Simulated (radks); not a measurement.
Neutral cadmium inside a hard spherical wall (all orbitals vanish at R), configuration held at [Kr] 4d10 5s2 and not refilled when levels cross. Method: scalar-relativistic Kohn-Sham, PBE, spin-polarised, spherical densities, finite nucleus; Fermi nuclear charge, rms radius 4.6087 fm; computed with a radial shooting solver on a logarithmic mesh with Libxc functionals. Eigenvalues in eV for spin up, with the zero of energy where the potential of the charges vanishes at infinity; a dash marks a level that is unbound or too diffuse for the functional's potential to be trusted. A positive occupied level is held by the wall or, in an anion where self-interaction has pushed it up, behind a barrier. The pressure on the wall is -dE/dV.

[
 {"R (bohr)": "free", "E (hartree)": "-5594.52756", "kinetic (hartree)": "5821.261", "e(4s)": "-105.91", "e(4p)": "-66.968", "e(4d)": "-11.734", "e(5s)": "-5.659", "e(5p, empty)": "-1.184", "e(6s, empty)": "-", "pressure (GPa)": "0"},
 {"R (bohr)": "20", "E (hartree)": "-5594.52756", "kinetic (hartree)": "5821.261", "e(4s)": "-105.91", "e(4p)": "-66.968", "e(4d)": "-11.734", "e(5s)": "-5.659", "e(5p, empty)": "-1.183", "e(6s, empty)": "-", "pressure (GPa)": "< 0.0001"},
 {"R (bohr)": "15", "E (hartree)": "-5594.52756", "kinetic (hartree)": "5821.261", "e(4s)": "-105.91", "e(4p)": "-66.968", "e(4d)": "-11.733", "e(5s)": "-5.659", "e(5p, empty)": "-1.179", "e(6s, empty)": "0.290", "pressure (GPa)": "< 0.0001"},
 {"R (bohr)": "5", "E (hartree)": "-5594.43946", "kinetic (hartree)": "5821.740", "e(4s)": "-103.98", "e(4p)": "-65.041", "e(4d)": "-9.888", "e(5s)": "-3.411", "e(5p, empty)": "3.108", "e(6s, empty)": "19.998", "pressure (GPa)": "10.5"},
 {"R (bohr)": "4", "E (hartree)": "-5594.19218", "kinetic (hartree)": "5822.846", "e(4s)": "-101.10", "e(4p)": "-62.217", "e(4d)": "-7.227", "e(5s)": "0.739", "e(5p, empty)": "9.182", "e(6s, empty)": "41.017", "pressure (GPa)": "69.6"},
 {"R (bohr)": "3", "E (hartree)": "-5592.93921", "kinetic (hartree)": "5827.947", "e(4s)": "-92.307", "e(4p)": "-53.730", "e(4d)": "1.063", "e(5s)": "16.120", "e(5p, empty)": "29.253", "e(6s, empty)": "100.01", "pressure (GPa)": "713"},
 {"R (bohr)": "2", "E (hartree)": "-5582.62950", "kinetic (hartree)": "5866.394", "e(4s)": "-57.867", "e(4p)": "-19.578", "e(4d)": "38.922", "e(5s)": "102.59", "e(5p, empty)": "129.09", "e(6s, empty)": "334.98", "pressure (GPa)": "16600"},
 {"R (bohr)": "1.5", "E (hartree)": "-5549.92670", "kinetic (hartree)": "5973.720", "e(4s)": "5.978", "e(4p)": "48.785", "e(4d)": "117.82", "e(5s)": "301.42", "e(5p, empty)": "339.60", "e(6s, empty)": "763.04", "pressure (GPa)": "136000"}
]
